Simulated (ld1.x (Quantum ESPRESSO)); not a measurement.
cerium RRKJ: all-electron and pseudo phase curves

* Element: cerium (Ce)
* Generator: ld1.x (Quantum ESPRESSO) 7.5
* Type: norm-conserving RRKJ (Kleinman–Bylander form)
* Functional: LDA (PZ)
* Relativity: scalar-relativistic
* Frozen core: [Kr] 4d10
* Valence charge: 12
* Reference configuration: 4f1 5s2 5p6 5d1 6s0 6p0 (charge +2)
* Partial waves: 5s (bound): rc 2.15 bohr; 5p (bound): rc 2.00 bohr; 5d (bound): rc 2.05 bohr; 4f (bound): rc 1.40 bohr
* Local potential: all-electron potential smoothed inside 1.05 bohr (lloc = -1)
* Core correction: Bessel-smoothed model core inside 0.80 bohr

The phase is arctan(r·u′/u) with u = r·R(r), unwrapped; energies in Ry, scanned from -6 to 5 Ry. A pole is an energy at which the radial function vanishes at the test radius. The pseudo phase is shifted by a multiple of π to meet the all-electron one at the reference energy, and phase errors are pseudo minus all-electron; the curves can meet again beyond the range given. Levels narrower than the energy grid can be missing from the lists of poles.

**Question.** For each channel, where are the poles, and over which energies does the pseudopotential scatter like the atom?

**Answer.**

```tsv
channel	radius (bohr)	reference energy (Ry)	poles, all-electron	poles, pseudo	unbroken range about the reference energy with phases within 0.05 rad	phase error 1 Ry above the reference energy (rad)
s	2.36	-3.94	-3.37	-3.38, 3.63	below -0.6	-0.002
p	2.36	-2.65	-1.65	-1.65	below 2.2	-0.000
d	2.36	-1.10	1.10	0.70, 2.34	below 0.7	-0.014
f	2.36	-1.36	-1.19, 4.66	-1.19	below 0.9	+0.005
```

Note: ghost states, extra bound levels that the all-electron valence spectrum of the same l lacks: s at -330.7 eV, p at -120.4 eV. A true bound ghost makes a file unfit for plane-wave use.

Phases in the s channel:

| E (Ry) | all-electron | pseudo |
| --- | --- | --- |
| -6.00 | 1.288 | 1.287 |
| -5.74 | 1.263 | 1.262 |
| -5.48 | 1.228 | 1.227 |
| -5.22 | 1.177 | 1.175 |
| -4.96 | 1.090 | 1.088 |
| -4.70 | 0.912 | 0.909 |
| -4.44 | 0.406 | 0.400 |
| -4.18 | -0.730 | -0.732 |
| -3.92 | -1.280 | -1.280 |
| -3.66 | -1.470 | -1.470 |
| -3.40 | -1.563 | -1.564 |
| -3.14 | -1.620 | -1.622 |
| -2.88 | -1.661 | -1.664 |
| -2.62 | -1.693 | -1.697 |
| -2.36 | -1.721 | -1.726 |
| -2.10 | -1.747 | -1.754 |
| -1.84 | -1.773 | -1.782 |
| -1.58 | -1.799 | -1.811 |
| -1.32 | -1.827 | -1.844 |
| -1.06 | -1.859 | -1.883 |
| -0.80 | -1.895 | -1.931 |
| -0.54 | -1.940 | -1.993 |
| -0.28 | -1.995 | -2.078 |
| -0.02 | -2.068 | -2.204 |
| 0.24 | -2.168 | -2.405 |
| 0.50 | -2.311 | -2.742 |
| 0.76 | -2.526 | -3.242 |
| 1.02 | -2.844 | -3.739 |
| 1.28 | -3.253 | -4.069 |
| 1.54 | -3.648 | -4.267 |
| 1.80 | -3.940 | -4.391 |
| 2.06 | -4.134 | -4.476 |
| 2.32 | -4.264 | -4.537 |
| 2.58 | -4.355 | -4.584 |
| 2.84 | -4.422 | -4.623 |
| 3.10 | -4.472 | -4.655 |
| 3.36 | -4.512 | -4.684 |
| 3.62 | -4.544 | -4.711 |
| 3.88 | -4.571 | -4.737 |
| 4.14 | -4.594 | -4.763 |
| 4.40 | -4.613 | -4.790 |
| 4.66 | -4.630 | -4.821 |
| 4.92 | -4.645 | -4.856 |
